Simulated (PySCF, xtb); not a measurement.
s-indacene (C12H8), SMILES C1=Cc2c(=C1)cc1c(c2)=CC=C1.

Harmonic wavenumbers (cm⁻¹) from GFN2-xTB run with xtb at its own minimum, in rising order: 106, 120, 159, 255, 307, 317, 386, 428, 439, 521, 537, 633, 699, 735, 763, 764, 768, 781, 787, 825, 828, 846, 849, 860, 875, 878, 897, 1069, 1074, 1080, 1085, 1139, 1171, 1189, 1207, 1270, 1329, 1345, 1347, 1406, 1409, 1425, 1524, 1534, 1561, 1570, 3060, 3061, 3124, 3124, 3128, 3129, 3141, 3142.

Question: What does PBE-D3(BJ)/def2-SVP run with PySCF 2.14.0 give at its own minimum? (Estimate from the structure and the level; the computed values follow.)

Answer: 108, 179, 244, 297, 344, 364, 413, 439, 510, 547, 556, 677, 727, 734, 736, 759, 776, 782, 809, 847, 849, 852, 892, 899, 926, 928, 934, 1024, 1041, 1044, 1058, 1165, 1165, 1185, 1213, 1270, 1328, 1345, 1353, 1411, 1417, 1431, 1531, 1564, 1564, 1596, 3102, 3103, 3144, 3145, 3150, 3150, 3173, 3174. Paired by order, the mean absolute difference is 25 cm⁻¹ and the zero-point energies are 94.4 and 95.7 kcal/mol.
